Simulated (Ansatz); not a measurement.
AlBH₂OS, SMILES `S[B]1[O][AlH]1` at its PBE0-D4/def2-TZVP geometry, where that method's forces vanish. Charge 0, multiplicity 1.

```
atom   x (Å)   y (Å)   z (Å)
  S1   1.517  -1.038  -1.274
  B2   0.204  -0.235  -0.354
  O3  -1.096  -0.070  -0.655
 Al4  -0.942   0.724   0.944
  H5   2.464  -0.795  -0.356
  H6  -2.147   1.413   1.695
```

For each bond, give half the difference of the two atoms' forces along it (eV/Å; positive pushes the atoms apart) under PBE-D4, r2SCAN-D4, B3LYP-D4, ωB97M-V in def2-TZVPP. (Estimate.)

Computed: 
| bond | length (Å) | PBE-D4 | r2SCAN-D4 | B3LYP-D4 | ωB97M-V |
| --- | --- | --- | --- | --- | --- |
| S1–B2 | 1.793 | -0.08 | -0.03 | 0.07 | 0.10 |
| S1–H5 | 1.341 | 0.25 | 0.01 | -0.03 | -0.09 |
| B2–O3 | 1.344 | 0.59 | 0.23 | 0.01 | 0.06 |
| B2–Al4 | 1.979 | 0.28 | 0.11 | 0.09 | 0.00 |
| O3–Al4 | 1.792 | 0.52 | 0.13 | 0.12 | 0.03 |
| Al4–H6 | 1.579 | -0.02 | -0.05 | -0.14 | -0.17 |

B3LYP here is the variant with VWN-RPA as its local correlation; programs differ in this.
